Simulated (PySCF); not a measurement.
# Kr: ionisation energy

Kr [Kr] (1S) → Kr⁺ [Ar] 3d10 4s2 4p5 (2P), as a difference of total energies. All numbers are calculated (PySCF 2.14, scalar relativity by spin-free X2C-1e, in cc-pVTZ-DK (6s5p3d1f, 43 functions)). Correlated levels: valence: [Ar] 3d10 frozen. The calculations carry no spin-orbit coupling.

| method | ionisation energy (eV) |
| --- | --- |
| UHF | 13.051 |
| PBE0 | 14.073 |
| LDA | 14.334 |
| MP2 (valence) | 13.978 |
| SCS-MP2 (valence) | 13.893 |
| CCSD (valence) | 13.861 |
| CCSD(T) (valence) | 13.898 |

**Question.** How much does correlation contribute at CCSD(T) (valence)?

**Answer.** 13.898 − (13.051) = 0.847 eV, measured against UHF.

Errors of the correlated levels include the incompleteness of this basis and the frozen core.

For comparison: 14.222 eV (measured; NIST levels, between the centres of gravity of the two terms).
